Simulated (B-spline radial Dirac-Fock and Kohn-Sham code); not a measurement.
# Total and shell-resolved photoionisation of La⁺

System: the La⁺ ion, 1s2 2s2 2p6 3s2 3p6 3d10 4s2 4p6 4d10 5s2 5p6 6s2 (an excited configuration).

Model: the independent-particle Dirac-Slater model, thresholds from Dirac-Fock. Program: an atomic code on a B-spline grid.

Computed thresholds (eV): K 38945.4, L1 6294.5, L2 5914.2, L3 5506.2, M1 1391.1, M2 1231.0, M3 1149.9, M4 872.5, M5 855.7, N1 304.4, N2 243.4, N3 226.2, N4 124.3, N5 121.4, O1 56.01, O2 36.76, O3 34.11, P1 10.54.

```
photon energy (eV)  total (b)  K (%)  L (%)  M (%)  N (%)  O (%)  P (%)
              55.6  1.324e+06      –      –      –      –   95.8    4.2
               113     451800      –      –      –      –   94.6    5.4
               150  1.030e+06      –      –      –   67.5   30.9    1.6
               200     804200      –      –      –   70.2   28.4    1.4
               300  1.511e+06      –      –      –   90.2    9.4    0.4
              2120     498000      –      –   83.4   15.2    1.3    0.0
              4000     104000      –      –   81.9   16.2    1.8    0.1
            5414.7      47830      –      –   81.4   16.5    2.0    0.1
              9250      55210      –   78.9   16.9    3.6    0.5    0.0
             12000      27650      –   79.1   16.7    3.6    0.5    0.0
             30000       2225      –   79.3   16.4    3.6    0.6    0.0
             40000       5794   82.9   13.5    2.8    0.6    0.1    0.0
             78700      939.8   84.8   12.1    2.5    0.6    0.1    0.0
            168000      111.2   85.5   11.5    2.4    0.5    0.1    0.0
            179000      92.95   85.5   11.5    2.4    0.5    0.1    0.0
```

Q: With what power of the photon energy does the total fall between 168000 and 179000 eV?

A: As E^-2.83. The non-relativistic Born limit for an s electron far above threshold is E^-3.5; near threshold and at relativistic energies the fall is slower.
